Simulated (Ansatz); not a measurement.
Consider the formal exchange of groups at the Sn–F bond: `[OH][SnH2][F]` + `[AlH3]` → `[OH][SnH2][AlH2]` + H–F.

Gas-phase electronic energies from Ansatz, PBE0-D4/def2-TZVP geometries. CCSD(T)/CBS is the MP2 limit (def2-TZVPP, def2-QZVPP) plus CCSD(T) − MP2 in def2-TZVPP, frozen cores. This one scheme is used for every species. DFT in def2-TZVPP. HSE06 is defined as in plane-wave codes. Elements past krypton have def2 core potentials. For Sn outer-core shells are correlated without core-valence functions, which leaves a few kJ/mol of doubt a bond. Each species was taken in one conformer, which may not be the lowest.

`[OH][SnH2][F]`:

Z-matrix (Å, degrees):
```
Sn
F 1 1.922
O 1 1.948 2 105.3
H 1 1.692 2 107.5 3 112.7
H 1 1.701 2 104.3 3 -117.9
H 3 0.960 1 114.0 2 -61.1
```

`[AlH3]`:

Cartesian coordinates in Å:
```
Al 0.000 0.000 0.000
H -1.003 0.016 -1.228
H -0.384 -0.778 1.327
H 1.387 0.762 -0.099
```

`[OH][SnH2][AlH2]`:

Z-matrix (Å, degrees):
```
Sn
Al 1 2.673
O 1 1.985 2 109.0
H 1 1.709 2 116.4 3 113.3
H 1 1.721 2 114.7 3 -119.4
H 2 1.587 1 118.9 3 24.7
H 2 1.587 1 121.1 3 -155.7
H 3 0.960 1 112.7 2 -55.7
```

H–F:

```xyz
2

F     0.331   -0.033    0.318
H    -0.331    0.033   -0.318
```

| level | ΔE (kJ/mol) |
| --- | --- |
| revPBE-D4 | 20.1 |
| B97M-V | 51.5 |
| HSE06-D4 | 13.0 |
| PBE-QIDH | 18.1 |
| revPBE | 21.2 |
| BLYP | 37.2 |
| LC-ωPBE | 32.9 |
| CCSD/def2-TZVPP | 23.0 |

(1) What does CCSD(T)/CBS give? (Best estimate.)

Largest T1 diagnostic among the species: 0.014.

Results:

(1) The calculation gave: +22.1 kJ/mol. The listed levels differ from it by -2.0, 29.4, -9.1, -4.0, -0.9, 15.1, 10.8, 0.9 kJ/mol.

The D4 term adds −3.9 kJ/mol with B3LYP and −2.3 kJ/mol with PBE0; it sums over pairs of atoms, weighted by their polarisabilities, and B3LYP, whose exchange is more repulsive, gets the larger term. In def2-TZVPP, CCSD(T) changes the Hartree–Fock value by −23.9 kJ/mol (the triples alone add −1.2 kJ/mol) and MP2 by −24.2 kJ/mol.

B3LYP here is the variant with VWN-RPA as its local correlation; programs differ in this.
